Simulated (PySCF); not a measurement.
**Ga⁺: interval between two levels**

Ga⁺ [Ar] 3d10 4s2 → Ga⁺ [Ar] 3d9 4s2 4p1 [3F4, M_J = 4], as a difference of total energies. Computed with PySCF 2.14 in x2c-SVPall-2c with one added diffuse shell each of s, p, d type (6s7p4d, 47 functions), with the two-component X2C-1e Hamiltonian. Correlated levels: [Ne] frozen; the 6 highest virtual spinors dropped. "Screened" scales the spin-orbit matrix elements by Boettger's factors to mimic the two-electron term; Breit and QED terms are absent.

```
                    method  interval between two levels (cm⁻¹)
           GHF (spin-free)                              157920
          GMP2 (spin-free)                              173200
 GHF (screened spin-orbit)                              156980
GMP2 (screened spin-orbit)                              172280
```

The labels give the starting determinants; with spin-orbit coupling the two ends relaxed to ⟨J²⟩ = 0.00, ⟨L²⟩ = 0.00, ⟨S²⟩ = 0.00 and ⟨J²⟩ = 20.02, ⟨L²⟩ = 12.01, ⟨S²⟩ = 2.00.
